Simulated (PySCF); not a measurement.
# UHF on F- (fluorine, charge -1)

Configuration: [Ne], closed-shell 1S. Computed with PySCF 2.14 in aug-cc-pwCVTZ, with the non-relativistic Hamiltonian (point nucleus).

| Quantity | Value |
| --- | --- |
| Total energy | -99.450867 hartree |
| One-electron energy | -143.9974 hartree |
| Hartree (Coulomb) energy | 54.8182 hartree |
| Exchange energy | -10.2716 hartree |
| Kinetic energy | 99.43274 hartree |
| ⟨S²⟩ | 0.0000 |
| ⟨L²⟩ | 0.000 |
| Sum of ⟨r⟩ | 9.960 bohr |
| Sum of ⟨r²⟩ | 15.99 bohr² |
| Density at the nucleus (Gaussians lack the cusp) | 431 bohr⁻³ |
| Langevin diamagnetic susceptibility | -12.7 ×10⁻⁶ cm³/mol |

| shell | electrons | mean orbital energy (eV) | rms radius, mean of both spins (bohr) |
| --- | --- | --- | --- |
| 1s | 2 | -702.95 | 0.204 |
| 2s | 2 | -29.281 | 1.15 |
| 2p | 6 | -4.926 | 1.49 |
